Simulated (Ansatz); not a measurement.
H2Te3 (Te3H2). The state is a singlet with charge 0. Geometry PBE0-D4/def2-SVP.

```xyz
5

Te   -0.5317    2.1031    0.1303
Te    0.6602    0.0525   -1.2030
Te    0.2569   -2.1293    0.3720
H     0.8237    2.5093    1.0165
H    -1.2091   -2.5356   -0.3158
```

In the def2 sets Te takes a core potential; there is no spin–orbit coupling.

Estimate the orbital energies around the gap (eV) in Ansatz with LDA (SPW92)/def2-TZVP, PBE-D4/def2-TZVP, r2SCAN-D4/def2-TZVPD, r2SCANh-D4/def2-TZVP, PBE0-D4/def2-TZVP.


```
orbital  LDA (SPW92)/def2-TZVP  PBE-D4/def2-TZVP  r2SCAN-D4/def2-TZVPD  r2SCANh-D4/def2-TZVP  PBE0-D4/def2-TZVP
 HOMO−9                 -17.42            -17.15                -17.81                -18.50             -19.11
 HOMO−8                 -16.24            -15.97                -16.56                -17.21             -17.80
 HOMO−7                 -14.60            -14.32                -14.80                -15.38             -15.93
 HOMO−6                  -9.52             -9.39                 -9.79                -10.23             -10.65
 HOMO−5                  -9.08             -8.96                 -9.33                 -9.76             -10.17
 HOMO−4                  -8.30             -8.12                 -8.45                 -8.82              -9.17
 HOMO−3                  -7.80             -7.62                 -7.94                 -8.29              -8.65
 HOMO−2                  -5.97             -5.80                 -6.06                 -6.40              -6.78
 HOMO−1                  -5.85             -5.70                 -5.97                 -6.34              -6.75
   HOMO                  -5.66             -5.50                 -5.76                 -6.10              -6.48
   LUMO                  -3.31             -3.08                 -3.02                 -2.75              -2.41
 LUMO+1                  -2.79             -2.57                 -2.48                 -2.21              -1.88
 LUMO+2                  -1.52             -1.35                 -1.26                 -0.82              -0.55
 LUMO+3                  -1.19             -1.02                 -0.86                 -0.46              -0.19
 LUMO+4                   2.04              2.17                  0.57                  2.94               2.90
 LUMO+5                   2.09              2.25                  0.77                  3.15               2.95
```
